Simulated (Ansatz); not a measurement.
The cluster SnF₂⁻. The state is a doublet with charge -1. Geometry relaxed at B3LYP-D4/def2-TZVPD.

Cartesian coordinates in Å:
```
Sn 0.259 -0.852 0.213
F 1.092 0.579 -0.979
F -1.351 0.273 0.766
```

In the def2 sets Sn takes a core potential; there is no spin–orbit coupling. The structure comes from a short search, and lower isomers may exist.

Task: Estimate the harmonic wavenumbers at UKS B3LYP-D4/def2-TZVPD (Ansatz, unscaled). Is this a minimum?

Result: 162, 444, 465 cm⁻¹. Yes, no mode is imaginary beyond noise. Zero-point energy 6.4 kJ/mol. It took 9 s on 4 threads of Arm Neoverse V2 on a shared host.
